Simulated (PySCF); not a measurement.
C₂H₇BFNS, SMILES CN(C)B(F)S.

Coordinates come from a PBE-D3(BJ)/def2-SVP optimisation. The structure was generated by enumeration, and PubChem lists no compound with its InChIKey, so it may never have been made. One conformer was computed; it need not be the lowest.

Method: PBE-D3(BJ)/def2-SVP (PySCF).

Frequencies are harmonic and unscaled.

| mode | ν (cm⁻¹) | IR (km/mol) | moving atoms (share of kinetic energy) |
|---|---|---|---|
| 1 | 85 | 1.8 | C 34 %, H 34 %, F 19 %, S 11 % |
| 2 | 133 | 0.1 | H 72 %, C 9 %, N 9 % |
| 3 | 178 | 0.8 | H 67 %, N 11 %, C 10 %, S 8 % |
| 4 | 207 | 2.6 | H 67 %, S 13 %, C 10 % |
| 5 | 263 | 1.4 | H 45 %, N 23 %, C 13 % |
| 6 | 290 | 11.4 | H 54 %, F 18 %, N 13 %, C 11 % |
| 7 | 322 | 5.3 | F 37 %, H 25 %, C 18 %, S 10 %, N 8 % |
| 8 | 382 | 0.4 | S 33 %, C 26 %, H 23 %, F 11 % |
| 9 | 410 | 1.1 | C 31 %, H 25 %, F 15 %, S 13 %, N 13 % |
| 10 | 548 | 13.1 | B 77 %, N 11 % |
| 11 | 596 | 11.6 | F 29 %, C 27 %, H 13 %, S 12 %, N 11 %, B 9 % |
| 12 | 768 | 11.1 | H 85 % |
| 13 | 942 | 10.1 | C 38 %, H 25 %, B 21 %, N 13 % |
| 14 | 1045 | 12.2 | H 74 %, C 24 % |
| 15 | 1075 | 1.0 | H 80 %, C 20 % |
| 16 | 1103 | 172.6 | H 42 %, B 34 %, C 18 % |
| 17 | 1130 | 2.8 | H 68 %, C 20 %, N 12 % |
| 18 | 1209 | 21.3 | N 34 %, B 22 %, C 22 %, F 11 %, H 11 % |
| 19 | 1247 | 207.6 | N 35 %, B 33 %, C 11 %, H 11 %, F 9 % |
| 20 | 1376 | 4.2 | H 86 %, C 13 % |
| 21 | 1393 | 61.6 | H 66 %, C 21 % |
| 22 | 1407 | 1.4 | H 95 % |
| 23 | 1416 | 34.8 | H 85 % |
| 24 | 1419 | 16.1 | H 97 % |
| 25 | 1423 | 19.0 | H 96 % |
| 26 | 1517 | 221.3 | N 37 %, H 34 %, B 27 % |
| 27 | 2645 | 2.4 | H 97 % |
| 28 | 2926 | 41.6 | H 97 % |
| 29 | 2933 | 92.9 | H 97 % |
| 30 | 2987 | 64.4 | H 91 %, C 9 % |
| 31 | 2994 | 0.9 | H 90 %, C 10 % |
| 32 | 3077 | 13.3 | H 91 %, C 9 % |
| 33 | 3102 | 2.7 | H 91 %, C 9 % |
